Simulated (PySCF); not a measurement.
PySCF input file for CH₈FNSi₂, SMILES C[Si@@H](F)N[SiH3], TDA-LC-ωPBE/def2-SVPD. The structure is a stationary point at PBE0-D3(BJ)/def2-SVP. The structure was generated by enumeration; whether it is a known compound was not checked. Other conformers were not sampled.

```python
import numpy as np
from pyscf import gto, scf, dft, tdscf

mol = gto.M(
    atom='''
    C     1.70371242    0.97141894   -0.65330122
    Si    0.91144554   -0.59345482   -0.04503621
    F     1.24257885   -0.70308811    1.55090106
    N    -0.79273325   -0.61236132   -0.32115438
    Si   -1.97142889    0.67016747   -0.22503406
    H     1.53716657    1.10497919   -1.73297895
    H     1.30245393    1.85263943   -0.13038858
    H     2.78874077    0.93875372   -0.47111247
    H     1.47767304   -1.82440882   -0.66095821
    H    -1.18515844   -1.54680940   -0.41311145
    H    -2.79701402    0.73912494   -1.47042283
    H    -1.23066903    1.95336698   -0.05677182
    H    -2.90977744    0.49418538    0.92650659
    ''',
    basis='def2-SVPD',
    charge=0,
    spin=0,
    max_memory=1600,
    verbose=4,
)
mf = dft.RKS(mol, xc='lc_wpbe').density_fit(auxbasis='def2-universal-jkfit')
mf.grids.level = 3
mf.conv_tol = 1e-9
mf.max_cycle = 100
mf.kernel()
mf.grids = dft.Grids(mol).set(level=1).build(with_non0tab=True)  # coarser grid for the response kernel
td = tdscf.TDA(mf)
td.singlet = True
td.nstates = 10
td.conv_tol = 1e-4
td.positive_eig_threshold = 1e-6
td.kernel(x0=td.get_init_guess(mf, 15))
td.analyze()
tt = tdscf.TDA(mf)
tt.singlet = False
tt.nstates = 4
tt.conv_tol = 1e-4
tt.positive_eig_threshold = 1e-6
tt.kernel(x0=tt.get_init_guess(mf, 9))
tt.analyze(verbose=3)
```

Log of the run:

```
PySCF version 2.14.0

[INPUT] verbose = 4
[INPUT] num. atoms = 13
[INPUT] num. electrons = 58
[INPUT] charge = 0
[INPUT] spin (= nelec alpha-beta = 2S) = 0
[INPUT] symmetry False subgroup None
[INPUT] Mole.unit = angstrom
[INPUT] Symbol           X                Y                Z      unit          X                Y                Z       unit  Magmom
[INPUT]  1 C      1.703712420000   0.971418940000  -0.653301220000 AA    3.219549868820   1.835715748815  -1.234560382644 Bohr   0.0
[INPUT]  2 Si     0.911445540000  -0.593454820000  -0.045036210000 AA    1.722382448056  -1.121467077103  -0.085106102588 Bohr   0.0
[INPUT]  3 F      1.242578850000  -0.703088110000   1.550901060000 AA    2.348133714677  -1.328643969338   2.930778249698 Bohr   0.0
[INPUT]  4 N     -0.792733250000  -0.612361320000  -0.321154380000 AA   -1.498048732336  -1.157195184077  -0.606893821904 Bohr   0.0
[INPUT]  5 Si    -1.971428890000   0.670167470000  -0.225034060000 AA   -3.725460676155   1.266432975893  -0.425252742099 Bohr   0.0
[INPUT]  6 H      1.537166570000   1.104979190000  -1.732978950000 AA    2.904823825137   2.088108042444  -3.274855595136 Bohr   0.0
[INPUT]  7 H      1.302453930000   1.852639430000  -0.130388580000 AA    2.461281217563   3.500981130270  -0.246398705971 Bohr   0.0
[INPUT]  8 H      2.788740770000   0.938753720000  -0.471112470000 AA    5.269956287709   1.773987429217  -0.890273542167 Bohr   0.0
[INPUT]  9 H      1.477673040000  -1.824408820000  -0.660958210000 AA    2.792397347253  -3.447633009041  -1.249029996683 Bohr   0.0
[INPUT] 10 H     -1.185158440000  -1.546809400000  -0.413111450000 AA   -2.239624865817  -2.923046132903  -0.780667499422 Bohr   0.0
[INPUT] 11 H     -2.797014020000   0.739124940000  -1.470422830000 AA   -5.285590464369   1.396743708436  -2.778696436008 Bohr   0.0
[INPUT] 12 H     -1.230669030000   1.953366980000  -0.056771820000 AA   -2.325627416684   3.691328612969  -0.107283191393 Bohr   0.0
[INPUT] 13 H     -2.909777440000   0.494185380000   0.926506590000 AA   -5.498682445038   0.933875022964   1.750843707705 Bohr   0.0

nuclear repulsion = 305.386601090666
number of shells = 77
number of NR pGTOs = 257
number of NR cGTOs = 175
basis = def2-SVPD
ecp = {}


[settings echo left out]
init E= -776.056040110669
  HOMO = -0.32894738649038  LUMO = 0.0148968949193673  gap/eV = 9.35648
cycle= 1 E= -775.939396942019  delta_E= 0.117  |g|= 0.603  |ddm|= 4.17
  HOMO = -0.352652294254579  LUMO = 0.0690084517782021  gap/eV = 11.47397
cycle= 2 E= -775.956044650322  delta_E= -0.0166  |g|= 0.614  |ddm|= 1.16
  HOMO = -0.397722069549209  LUMO = 0.0686956516938446  gap/eV = 12.69187
cycle= 3 E= -776.016117088415  delta_E= -0.0601  |g|= 0.0547  |ddm|= 0.427
  HOMO = -0.396019808949103  LUMO = 0.0716304100020486  gap/eV = 12.72541
cycle= 4 E= -776.016780683749  delta_E= -0.000664  |g|= 0.0259  |ddm|= 0.136
  HOMO = -0.391524870682613  LUMO = 0.0724813939571023  gap/eV = 12.62625
cycle= 5 E= -776.016927432221  delta_E= -0.000147  |g|= 0.00802  |ddm|= 0.0478
  HOMO = -0.39330571706205  LUMO = 0.0721533845947011  gap/eV = 12.66579
cycle= 6 E= -776.016942891735  delta_E= -1.55e-05  |g|= 0.00152  |ddm|= 0.0147
  HOMO = -0.393194495569325  LUMO = 0.0721289727223526  gap/eV = 12.66210
cycle= 7 E= -776.016943622866  delta_E= -7.31e-07  |g|= 0.000511  |ddm|= 0.00427
  HOMO = -0.393206087740387  LUMO = 0.0721338659803989  gap/eV = 12.66255
cycle= 8 E= -776.016943726624  delta_E= -1.04e-07  |g|= 8.16e-05  |ddm|= 0.00158
  HOMO = -0.393207874450209  LUMO = 0.0721337244081814  gap/eV = 12.66259
cycle= 9 E= -776.016943731785  delta_E= -5.16e-09  |g|= 2.25e-05  |ddm|= 0.000457
  HOMO = -0.393207002461674  LUMO = 0.0721337118551699  gap/eV = 12.66257
cycle= 10 E= -776.016943732105  delta_E= -3.2e-10  |g|= 6.1e-06  |ddm|= 0.000111
  HOMO = -0.393206932179108  LUMO = 0.0721337401655489  gap/eV = 12.66256
Extra cycle  E= -776.016943732133  delta_E= -2.8e-11  |g|= 2.99e-06  |ddm|= 2.95e-05
converged SCF energy = -776.016943732133
tot grids = 48200
Overwritten attributes  positive_eig_threshold  of <class 'pyscf.tdscf.rks.TDA'>


******** <class 'pyscf.tdscf.rks.TDA'> for <class 'pyscf.df.df_jk.DFRKS'> ********
nstates = 10 singlet
deg_eia_thresh = 1.000e-03
wfnsym = None
conv_tol = 0.0001
eigh lindep = 1e-12
eigh level_shift = 0
eigh max_cycle = 100


Excitation energies (eV)
[7.2785762  8.27985761 8.46915719 8.74485619 8.88462551 9.05084792
 9.23677205 9.25438073 9.4757153  9.54498209]

** Singlet excitation energies and oscillator strengths **
Excited State   1:      7.27858 eV    170.34 nm  f=0.0068
      29 -> 30       -0.59149
      29 -> 31        0.30981
      29 -> 33        0.11210
Excited State   2:      8.27986 eV    149.74 nm  f=0.0162
      29 -> 30        0.17435
      29 -> 31        0.19681
      29 -> 33        0.50640
      29 -> 34        0.10495
      29 -> 35       -0.23125
      29 -> 38        0.18347
      29 -> 42       -0.10408
Excited State   3:      8.46916 eV    146.39 nm  f=0.0106
      29 -> 30       -0.20556
      29 -> 31       -0.43212
      29 -> 32       -0.22050
      29 -> 33        0.13442
      29 -> 34        0.29752
      29 -> 35       -0.18628
      29 -> 36       -0.13803
      29 -> 49        0.12358
Excited State   4:      8.74486 eV    141.78 nm  f=0.0970
      29 -> 31        0.24407
      29 -> 32       -0.22076
      29 -> 33       -0.22107
      29 -> 35       -0.44918
      29 -> 36       -0.19061
      29 -> 37        0.14588
Excited State   5:      8.88463 eV    139.55 nm  f=0.0883
      29 -> 30       -0.11114
      29 -> 31       -0.23136
      29 -> 34       -0.54237
      29 -> 35       -0.24537
      29 -> 37       -0.13038
      29 -> 38        0.11757
Excited State   6:      9.05085 eV    136.99 nm  f=0.0069
      27 -> 30       -0.46123
      27 -> 31        0.32269
      27 -> 33        0.21172
      27 -> 36        0.14615
      27 -> 37       -0.11260
      29 -> 36        0.13395
Excited State   7:      9.23677 eV    134.23 nm  f=0.1163
      25 -> 30       -0.11279
      27 -> 30        0.10544
      28 -> 30        0.16187
      28 -> 31       -0.10753
      28 -> 33        0.18291
      28 -> 35        0.11310
      29 -> 33       -0.14046
      29 -> 34        0.11683
      29 -> 35       -0.19573
      29 -> 36        0.43060
      29 -> 39       -0.13793
Excited State   8:      9.25438 eV    133.97 nm  f=0.0370
      28 -> 30       -0.31607
      28 -> 31        0.22819
      28 -> 33       -0.32723
      28 -> 35       -0.19275
      28 -> 36        0.16497
      28 -> 38       -0.12104
      28 -> 39       -0.10945
      29 -> 35       -0.10655
      29 -> 36        0.22930
Excited State   9:      9.47572 eV    130.84 nm  f=0.0214
      28 -> 30       -0.29538
      28 -> 31        0.23122
      28 -> 32       -0.14447
      28 -> 33        0.16298
      28 -> 35        0.30087
      28 -> 36       -0.31661
      28 -> 37        0.14468
      28 -> 41       -0.16957
Excited State  10:      9.54498 eV    129.89 nm  f=0.0843
      26 -> 30        0.11142
      27 -> 31        0.11784
      28 -> 30       -0.33389
      28 -> 31       -0.25681
      28 -> 32        0.40337
      29 -> 32        0.19582

** Transition electric dipole moments (AU) **
state          X           Y           Z        Dip. S.      Osc.
  1         0.0507      0.0321     -0.1851      0.0379      0.0068
  2         0.1682     -0.0565     -0.2200      0.0799      0.0162
  3         0.1081     -0.0326      0.1955      0.0510      0.0106
  4        -0.5249      0.2349     -0.3496      0.4530      0.0970
  5        -0.5523      0.0621      0.3106      0.4054      0.0883
  6         0.0292      0.1305      0.1158      0.0313      0.0069
  7        -0.6057      0.3515      0.1535      0.5139      0.1163
  8        -0.3115     -0.2160      0.1398      0.1632      0.0370
  9        -0.2233     -0.0311     -0.2035      0.0922      0.0214
 10         0.3327      0.3124     -0.3902      0.3605      0.0843

** Transition velocity dipole moments (imaginary part, AU) **
state          X           Y           Z        Dip. S.      Osc.
  1         0.0092      0.0149     -0.0643      0.0044      0.0111
  2         0.0422     -0.0174     -0.0600      0.0057      0.0125
  3         0.0277     -0.0041      0.0760      0.0066      0.0140
  4        -0.1411      0.0503     -0.1148      0.0356      0.0739
  5        -0.1509     -0.0042      0.0969      0.0322      0.0657
  6        -0.0035      0.0091      0.0265      0.0008      0.0016
  7        -0.1581      0.0967      0.0421      0.0361      0.0709
  8        -0.0862     -0.0272      0.0500      0.0107      0.0209
  9        -0.0698     -0.0035     -0.0664      0.0093      0.0178
 10         0.1274      0.0995     -0.1349      0.0443      0.0843

** Transition magnetic dipole moments (imaginary part, AU) **
state          X           Y           Z
  1        -0.9645     -0.2956     -0.1225
  2        -0.2944      0.5833     -0.1207
  3        -0.0067      0.5803      0.0070
  4         0.2844      0.9408      0.3961
  5        -0.3892     -0.7316     -0.2103
  6        -0.1703     -0.4403      2.3696
  7        -0.9575     -0.8765     -0.2030
  8         1.0299     -0.3153      1.0500
  9        -0.8010     -0.3062      1.5240
 10        -0.2023      0.3278     -1.3614


******** <class 'pyscf.tdscf.rks.TDA'> for <class 'pyscf.df.df_jk.DFRKS'> ********
nstates = 4 triplet
deg_eia_thresh = 1.000e-03
wfnsym = None
conv_tol = 0.0001
eigh lindep = 1e-12
eigh level_shift = 0
eigh max_cycle = 100


Excitation energies (eV)
[6.81669397 7.81135361 8.14220758 8.17749303]

** Triplet excitation energies and oscillator strengths **
Excited State   1:      6.81669 eV    181.88 nm  f=0.0000
Excited State   2:      7.81135 eV    158.72 nm  f=0.0000
Excited State   3:      8.14221 eV    152.27 nm  f=0.0000
Excited State   4:      8.17749 eV    151.62 nm  f=0.0000
```

Self-consistency was reached.

Cost: about 5 core-minutes (a rough figure).
